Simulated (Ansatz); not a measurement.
`C#[C][GeH2][C]#C`, charge 0, multiplicity 1.

(1) Give a relaxed structure at PBE0-D4/def2-TZVP (Ansatz). (Best estimate.)

Results:

(1) Computed: 
Cartesian coordinates in Å:
```
C -0.956 2.424 -0.509
C -0.826 1.303 -0.087
Ge -0.645 -0.459 0.589
C 0.981 -1.193 -0.053
C 2.011 -1.673 -0.455
H -1.067 3.415 -0.884
H -0.606 -0.410 2.119
H -1.814 -1.313 0.090
H 2.922 -2.094 -0.811
```
Point group C2v.
This is one stationary point; other conformers may exist.
